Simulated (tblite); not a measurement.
Species: C7H10S2Si.
Cartesian coordinates in Å at the GFN2-xTB level; atoms count from 1:
```xyz
20
C7H10S2Si angstrom
C      3.0984   -2.0460   -0.2393
C      2.7363   -0.9077   -0.3745
Si     2.2121    0.8627   -0.5910
C      0.3295    0.8070   -0.3075
C     -0.2811   -0.3613   -0.0198
S     -1.9587   -0.6825    0.2851
C     -1.8786   -2.4742    0.5805
C     -0.2952    2.0813   -0.4285
C     -1.7582    2.2786   -0.2502
S      0.6778    3.3665   -0.7806
H      3.4171   -3.0426   -0.1219
H      2.8772    1.6366    0.4536
H      2.5245    1.2375   -1.9671
H      0.3230   -1.2551    0.0409
H     -1.2144   -2.6756    1.4159
H     -1.5310   -2.9755   -0.3180
H     -2.8869   -2.7966    0.8193
H     -2.0670    1.9551    0.7453
H     -2.0171    3.3263   -0.3834
H     -2.3128    1.6762   -0.9715
```

Computed with GFN2-xTB (tblite): harmonic, unscaled wavenumbers at the GFN2-xTB geometry, gas phase. This tight-binding method is rough: wavenumbers can miss measured ones by several per cent, in bad cases by 10 to 20. Modes of hydrogen on silicon can be 10 to 20 % off. One conformer, not necessarily the lowest.

Harmonic wavenumbers (cm⁻¹): 30.7, 72.6, 75.4, 79.7, 116.3, 134.5, 140.9, 160.8, 221.2, 227.5, 238.6, 259.1, 290.4, 292.2, 363.7, 418.3, 461.0, 565.7, 633.0, 648.6, 659.5, 675.5, 685.5, 714.8, 727.7, 740.3, 786.4, 813.9, 874.4, 939.0, 956.8, 981.4, 1022.9, 1208.5, 1233.5, 1317.7, 1336.6, 1383.5, 1442.7, 1448.1, 1454.9, 1455.7, 1531.2, 2210.3, 2281.4, 2285.9, 2977.4, 2993.5, 3032.8, 3040.0, 3041.8, 3055.7, 3065.5, 3345.7.

A = 859.6, B = 699.2, C = 389.3 MHz; mass 185.999 u (most abundant isotopes); point group Cs, symmetry number 1.

Task: Zero-point energy?

Result: ½Σν̃ = 30575 cm⁻¹ = 87.42 kcal/mol.

Task: What is S at 350 K and 1 bar for an ideal gas of classical rigid rotors and harmonic oscillators?

Result: Translation 42.39, rotation 32.07, vibration 53.81: S = 128.3 cal/(mol K).

Task: And Cp and H(350 K) − H(0)?

Result: Cp = 56.21 cal/(mol K), of which vibrations give 48.26 (their classical limit is 54 R = 107.3); H(350 K) − H(0) = 12.22 kcal/mol without the zero-point energy, 9.44 from vibrations.

Task: Which modes carry the vibrational entropy at 350 K?

Result: 30.7 cm⁻¹: 6.10; 72.6 cm⁻¹: 4.40; 75.4 cm⁻¹: 4.32; 79.7 cm⁻¹: 4.21; 116.3 cm⁻¹: 3.47; 134.5 cm⁻¹: 3.19 cal/(mol K); the other 48 give 28.11 together.

Task: How do the functions run with temperature in this model?

Result: 
```tsv
T (K)	S (cal/(mol K))	Cp (cal/(mol K))	H − H(0) (kcal/mol)	G − H(0) (kcal/mol)	ln q(vib)
50	64.6	16.9	0.58	-2.65	0.98
100	79.3	26.2	1.67	-6.26	3.05
298.15	119.7	51.0	9.44	-26.25	11.47
373.15	131.9	58.4	13.54	-35.69	14.40
500	150.5	68.5	21.62	-53.63	19.08
750	181.0	82.0	40.56	-95.22	27.37
1000	205.9	90.9	62.26	-143.69	34.63
```

q(vib) and H(0) count from the zero-point level.

Task: Blend soft modes into free rotors: weight 1/[1 + (100 cm⁻¹/ν̃)⁴] for the oscillator and the rest for a rotor with moment μB/(μ + B), μ = h/(8π²ν), B = 10⁻⁴⁴ kg m². What vibrational entropy results?

Result: 49.18 cal/(mol K) in place of 53.81, which changes −T·S at 350 K by +1.62 kcal/mol.

Hindered rotation and anharmonicity are outside this model. Other conformers, if any are populated, would add a mixing term that is left out.
